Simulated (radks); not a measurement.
These are the eigenvalues of the occupied orbitals of an atom or ion with whole-number occupations (eV). Calculated with a radial shooting solver on a logarithmic mesh with Libxc functionals: Dirac Kohn-Sham, PBE, spin-unpolarised, spherical densities, finite nucleus; Fermi nuclear charge, rms radius of each element as measured or else 0.836 A^(1/3) + 0.57 fm.

orbital  eigenvalue
1s1/2     -31613.32
2s1/2     -4853.837
2p1/2     -4548.332
2p3/2     -4273.846
3s1/2     -973.0150
3p1/2     -847.3827
3p3/2     -796.2235
3d3/2     -574.6079
3d5/2     -563.9104
4s1/2     -172.9902
4p1/2     -129.8143
4p3/2     -120.1023
4d3/2      -51.2348
4d5/2      -49.7662
5s1/2      -23.2505
5p1/2      -14.1754
5p3/2      -13.2548

Which element is it, and in what charge state? The configuration may be excited. Open shells, if any, fill j = l - 1/2 first.

Answer. Z = 52, tellurium, charge +1: Te+ in [Kr] 4d10 5s2 5p3. The list shows which subshells hold electrons but not how many an open one holds; the 1s level, -1161.8 hartree, gives Z - s = 48.2 by -(Z - s)^2/2, which with screening and relativity narrows Z to a few neighbours, and the depths of the outer levels then fix element, charge and occupations together.
